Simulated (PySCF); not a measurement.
Ge(H)(Br)(NH2)2 (BrGeH5N2), SMILES [Br][GeH]([NH2])[NH2].

Geometry: TPSSh-D3(BJ)/def2-SVP. The structure was generated by enumeration, and PubChem lists no compound with its InChIKey, so it may never have been made. Other conformers were not sampled.

Two levels are set side by side: PBE/def2-TZVP (PySCF) and M06-2X/def2-TZVP (PySCF). Same geometry, gas phase. Differences are taken from unrounded values.

```json
[
 {"quantity": "orbital gap (eV)", "PBE": "5.38"},
 {"quantity": "highest occupied level (eV)", "PBE": "-6.31"},
 {"quantity": "lowest empty level (eV)", "PBE": "-0.93"},
 {"quantity": "dipole moment (D)", "PBE": "1.89"},
 {"quantity": "mean polarisability (bohr³)", "PBE": "67.5"}
]
```

These are the PBE values. What does M06-2X give? (An estimate is asked for; the answer gives what the named calculation found.)


| quantity | M06-2X | PBE minus M06-2X |
|---|---|---|
| orbital gap (eV) | 10.17 | -4.79 |
| highest occupied level (eV) | -9.10 | 2.79 |
| lowest empty level (eV) | 1.07 | -2.00 |
| dipole moment (D) | 1.87 | 0.02 |
| mean polarisability (bohr³) | 63.6 | 4.0 |

Without exact exchange PBE keeps part of each electron's self-repulsion, which lifts occupied levels and narrows the gap. PBE's more diffuse valence density responds more strongly to a field. Differences between two approximate levels are no errors against the true value.

Rough cost on one machine, each run with all the roots and properties that it gave: M06-2X against PBE about 3 times.
